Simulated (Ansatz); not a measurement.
The cluster Ag₄⁻. Total charge -1; doublet. Geometry PBE-D4/def2-SVP, that of the neutral singlet; atoms count from 1.

```xyz
4

Ag    1.2286   -0.1168   -2.0761
Ag   -1.1293   -0.0475   -0.6658
Ag   -1.2286    0.1181    2.0760
Ag    1.1293    0.0462    0.6659
```

In the def2 sets Ag takes a core potential; there is no spin–orbit coupling. The structure comes from a short search, and lower isomers may exist.

Problem. Estimate the Mulliken populations from the PBE0/def2-TZVPD orbitals of Ansatz.

Solution. 
```
atom  charge (e)  spin (α − β)  d electrons
 Ag1       -0.27          0.03         9.93
 Ag2       -0.23          0.47         9.90
 Ag3       -0.27          0.03         9.93
 Ag4       -0.23          0.47         9.90
```
Mulliken values and Mayer orders depend strongly on the basis. With diffuse functions, as here, like atoms can get unlike values, and bond orders can come out too low or too high.

Problem. Where does the spin sit?

Solution. Summed by element: Ag 1.00, of 1 unpaired in all. Largest on single atoms: Ag2 0.47, Ag4 0.47, Ag3 0.03.

Problem. And the Mayer bond orders between bonded heavy atoms (over 0.3)?

Solution. Ag1–Ag2 0.57 (2.75 Å); Ag1–Ag4 0.57 (2.75 Å); Ag2–Ag3 0.57 (2.75 Å); Ag2–Ag4 0.64 (2.62 Å); Ag3–Ag4 0.57 (2.75 Å).
